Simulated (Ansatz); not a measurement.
Basis-set series for `O[Si](O)(O)[O][Sn]([Cl])([O][Si](O)(O)O)[O][Si](O)(O)O`. Total charge 0; spin multiplicity 1. Sn: def2 effective core potential. All single points use the PBE0-D4/def2-TZVP geometry. It is one conformer, not always the lowest.

```
functional       basis  functions  energy (Eh)  HOMO (eV)  LUMO (eV)
   PBE0-D4  def2-TZVPP        716  -2450.91901      -9.05      -2.26
   PBE0-D4  def2-QZVPP       1316  -2451.02083      -9.11      -2.31
   ωB97M-V  def2-TZVPP        716  -2452.02273     -11.52      -0.25
   ωB97M-V  def2-QZVPP       1316  -2452.11782     -11.59      -0.38
```

Q: Give the rows for def2-SVP. (Best estimate.)

A: Computed: 
```tsv
functional	basis	functions	energy (Eh)	HOMO (eV)	LUMO (eV)
PBE0-D4	def2-SVP	311	-2449.24050	-8.77	-2.11
ωB97M-V	def2-SVP	311	-2450.32824	-11.21	0.01
```
